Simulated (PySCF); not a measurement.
## CsNa: frontier orbitals

M06 at R = 3.934 Å; PySCF, scalar-relativistic core potentials, basis sets Cs def2-SVP with ECP46, Na def2-SVP. State: ¹Σ⁺ (singlet), closed shell. Only the outer orbitals are listed, counted within each symmetry, core potentials removing the inner ones.

```csv
orbital,occ.,ε (eV),on Cs (%),main shells (%)
3σ,2,-31.31,0,100 Na p
1π,2,-31.30,0,100 Na p
1π,2,-31.30,0,100 Na p
4σ,2,-28.96,100,100 Cs s
2π,2,-14.87,100,100 Cs p
2π,2,-14.87,100,100 Cs p
5σ,2,-14.77,100,100 Cs p
6σ,2,-2.75,38,"59 Na s, 33 Cs s"
7σ,0,-1.06,82,"56 Cs s, 26 Cs p, 15 Na s"
3π,0,-0.61,92,88 Cs p
3π,0,-0.61,92,88 Cs p
```

Problem. Which are the highest filled and the lowest empty level, where do they sit, and how wide is the gap?

Solution. Highest filled 6σ at -2.75 eV (in %: 59 Na s, 33 Cs s); lowest empty 7σ at -1.06 eV (in %: 56 Cs s, 26 Cs p, 15 Na s); the gap at M06 is 1.69 eV.

```
bond order (Mayer)                               : 0.95
⟨S²⟩                                             : 0.000
charge on Cs (Mulliken, basis-dependent)         : 0.24
charge on Cs (Löwdin, basis-dependent)           : 0.05
dipole moment (positive dipole means Cs(−)Na(+)) : -5.72 D
```

Closed-shell solutions of metal pairs were not tested for spin polarisation, which can lower them a little. Spin–orbit coupling is left out.
